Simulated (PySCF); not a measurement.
VF5, SMILES [F][V]([F])([F])([F])[F], multiplicity 1. Geometry: B3LYP-D3(BJ)/def2-SVP. The spin state was assumed, not searched. The isomer is the one that the SMILES or the coordinates give; other isomers of the formula were not compared.

Computed equilibrium geometry at B3LYP-D3(BJ)/def2-SVP (PySCF confirms it by a frequency run) as Cartesian coordinates in Å, and its point group:
point group D3h.
```xyz
6

V      0.0000     0.0000     0.0000
F      0.0000     0.0000     1.7317
F      0.0000     0.0000    -1.7317
F     -1.6966     0.0000     0.0000
F      0.8483     1.4693     0.0000
F      0.8483    -1.4693     0.0000
```
